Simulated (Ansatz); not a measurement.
## Abstraction of H: GeH2(CH3)Cl + Si3H7O → GeH2(CH2)Cl + Si3H8O

Species: GeH2(CH3)Cl, singlet; Si3H7O `[SiH3]O[SiH][SiH3]`, doublet; GeH2(CH2)Cl, doublet; Si3H8O `[SiH3]O[SiH2][SiH3]`, singlet. A radical takes H: the energy is the difference in strength between the C–H bond broken and the Si–H bond made.

Shapes, held fixed at every level: PBE0-D4/def2-TZVP. Flexible molecules stand in one conformer, not always the lowest. Programs: Ansatz 0.2.0. Electronic energies: no zero-point or thermal term.

Question: Estimate ΔE of this reaction.

Answer: The highest level, CCSD(T)/def2-TZVPP, gives ΔE = +65.8 kJ/mol; the levels span +33.7 to +75.5. The column of differences is taken from that level and isn't an error. No measured value is set beside it here. Open shells run unrestricted. Relativity is left out for Ge. Outer-core shells of Ge are correlated, in sets that cover them unevenly.

```json
{"level": "MP2/def2-TZVPP", "kind": "perturbation theory", "ΔE (kJ/mol)": "+75.5", "less CCSD(T)/def2-TZVPP": "+9.7"}
{"level": "HF/def2-SVP", "kind": "Hartree–Fock", "ΔE (kJ/mol)": "+33.7", "less CCSD(T)/def2-TZVPP": "-32.1"}
{"level": "wB97M-V/def2-TZVPP", "kind": "range-separated hybrid", "ΔE (kJ/mol)": "+66.9", "less CCSD(T)/def2-TZVPP": "+1.1"}
{"level": "CCSD(T)/def2-SVP", "kind": "coupled cluster or CI", "ΔE (kJ/mol)": "+66.3", "less CCSD(T)/def2-TZVPP": "+0.5"}
{"level": "CCSD/def2-SVP", "kind": "coupled cluster or CI", "ΔE (kJ/mol)": "+62.9", "less CCSD(T)/def2-TZVPP": "-2.9"}
{"level": "CCSD/def2-TZVPP", "kind": "coupled cluster or CI", "ΔE (kJ/mol)": "+61.2", "less CCSD(T)/def2-TZVPP": "-4.6"}
{"level": "CCSD(T)/def2-TZVPP", "kind": "coupled cluster or CI", "ΔE (kJ/mol)": "+65.8", "less CCSD(T)/def2-TZVPP": "0.0"}
```
